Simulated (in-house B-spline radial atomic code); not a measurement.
Configurations of Ar6+, with energies counted from [Ne] 3s2. Level of theory: scalar-relativistic (X2C) TPSSh, spin-polarised, spherical fractional occupations, exact exchange averaged over the configuration, Fermi nucleus of rms radius 3.4274 fm; calculated with an all-electron radial atomic-structure program (B-spline basis). Shells without spins written out take the highest spin.

Occupations are held fixed; configurations that lie above the ionisation limit could autoionise.

```csv
configuration,E - E(ref) (eV),highest orbital,its <r> (bohr)
[Ne] 3s1 4s1,62.958,4s up,2.386
[He] 2s2 2p5 3s2 3p1,254.47,3p up,1.175
[He] 2s2 2p5 3s2 4p1,313.98,4p up,2.452
[He] 2s1 2p6 3s2 3p1,321.04,3p up,1.178
[He] 2s1 2p6 3s2 4s1,374.16,4s up,2.334
[He] 2s1 2p6 3s2 4p1,380.3,4p up,2.457
```

Question: Order these further configurations by energy, lowest first.
A. [He] 2s2 2p5 3s2 3d1
B. [Ne] 3s1 3p1
C. [Ne] 3s1 4f1
D. [Ne] 3s1 3d1
E. [He] 2s2 2p5 3s2 4s1

Answer: B (13.867 eV), D (38.469 eV), C (81.044 eV), A (279.77 eV), E (307.88 eV).

Question: How far above the reference does [He] 2s1 2p6 3s2 4f1 lie?

Answer: 393.36 eV; its least bound orbital is 4f up with <r> = 2.414 bohr.
